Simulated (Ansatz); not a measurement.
One change: `[NH2][Al]([F])[Br]` becomes `[NH2][Al]([OH])[Br]`.

Ansatz, PBE0-D4/def2-TZVP geometries, multiplicity 1. Each molecule was computed in one conformer, which needn't be the lowest.

Scalar relativity is left out up to krypton.

```
                                        property  `[NH2][Al]([F])[Br]`
             LUMO energy (B3LYP/def2-TZVPP) / eV                 -1.03
              LUMO energy (PBE0/def2-TZVPP) / eV                 -0.72
         HOMO–LUMO gap (ωB97M-V/def2-TZVPP) / eV                 11.29
  size of the dipole moment (PBE/def2-TZVPP) / D                  2.39
size of the dipole moment (B3LYP/def2-TZVPP) / D                  2.41
  zero-point energy (PBE0-D4/def2-TZVP) / kJ/mol                  77.9
```

(1) What does the change do to each property? (Estimate.)

Results:

(1) Computed: 
| property | `[NH2][Al]([OH])[Br]` | shift |
| --- | --- | --- |
| LUMO energy (B3LYP/def2-TZVPP) / eV | -0.80 | 0.23 |
| LUMO energy (PBE0/def2-TZVPP) / eV | -0.49 | 0.23 |
| HOMO–LUMO gap (ωB97M-V/def2-TZVPP) / eV | 11.18 | -0.11 |
| size of the dipole moment (PBE/def2-TZVPP) / D | 3.21 | 0.82 |
| size of the dipole moment (B3LYP/def2-TZVPP) / D | 3.30 | 0.89 |
| zero-point energy (PBE0-D4/def2-TZVP) / kJ/mol | 106.5 | 28.6 |

With PBE0 the HOMO rises by 0.29 eV and the LUMO rises by 0.23 eV, so the gap narrows by about 0.06 eV. PBE moves the HOMO by 0.29 eV and ωB97M-V by 0.27 eV. The zero-point energy changes by 28.6 kJ/mol with +3 modes. Dipoles are sizes alone; their direction can turn.

B3LYP here is the variant with VWN-RPA as its local correlation; programs differ in this.

Spin–orbit coupling is left out; it splits and shifts lone-pair levels of the heavy atoms by tenths of an eV.
